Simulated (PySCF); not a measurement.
# Cu²⁺: excitation energy

Cu²⁺ [Ar] 3d9 (2D) → Cu²⁺ [Ar] 3d8 4p1 (high-spin determinant), as a difference of total energies. Computed with PySCF 2.14 in x2c-TZVPPall with one added diffuse shell each of s, p, d, f type (7s6p5d3f1g, 80 functions), with the spin-free X2C one-electron Hamiltonian (Gaussian nucleus). Correlated levels: valence and next inner shell: [Ne] frozen. The calculations carry no spin-orbit coupling.

```csv
method,excitation energy (eV)
UHF,12.952
MP2 (valence and next inner shell),15.606
SCS-MP2 (valence and next inner shell),15.346
CCSD (valence and next inner shell),14.784
CCSD(T) (valence and next inner shell),14.829
```

Question: How much does correlation contribute at CCSD(T) (valence and next inner shell)?

Answer: 14.829 − (12.952) = 1.877 eV, measured against UHF.

The determinant of the upper state mixes LS terms, which raises its energy above the lowest term, most at the Hartree-Fock and MP2 levels.
